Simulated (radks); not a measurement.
The numbers below are computed, except where a source is named.
Excited configurations of the promethium ion Pm+: one electron is placed in a higher orbital outside [Xe] 4f5. The ground configuration is [Xe] 4f5 6s1. Level of theory: Dirac Kohn-Sham, LDA (Slater exchange, Perdew-Wang correlation), spin-unpolarised, spherical densities, point nucleus; open shells fill j = l - 1/2 first (a radial shooting solver on a logarithmic mesh with Libxc functionals). Excitation = E - E(ground); binding = E(ion) - E, where the ion is the core of charge +2; n* = 2/sqrt(2 binding) in atomic units, and the quantum defect is n - n*.

outer orbital  excitation (eV)  binding (eV)     n*  quantum defect  eigenvalue (eV)  <r> (bohr)
5d3/2                    1.152         9.977  2.336           2.664           -6.343       2.957
6p1/2                    2.924         8.205  2.575           3.425           -6.185       4.777
6d3/2                    6.463         4.666  3.415           2.585           -3.505       7.645
6f5/2                    8.777         2.352  4.810           1.190           -1.792       14.91
7p1/2                    6.793         4.335  3.543           3.457           -3.398       9.375
7d3/2                    8.265         2.864  4.359           2.641           -2.241       13.43
7f5/2                    9.454         1.675  5.700           1.300           -1.318       22.52

Estimate the row for 7s1/2.

Answer. excitation (eV) 5.813; binding (eV) 5.316; n* 3.200; quantum defect 3.800; eigenvalue (eV) -4.209; <r> (bohr) 8.007. The Delta-SCF ionisation energy is 11.129 eV (NIST Atomic Spectra Database: 10.94 eV, semi-empirical). Self-interaction in the functional shifts the binding energies and quantum defects, so they are the method's values and not measured ones. Spin polarisation and multiplet splitting are left out, so open shells lie too high by an amount that depends on their filling.

Beside tabulated values, note that spin-unpolarised runs miss the spin-polarisation part of the exchange energy of open shells.
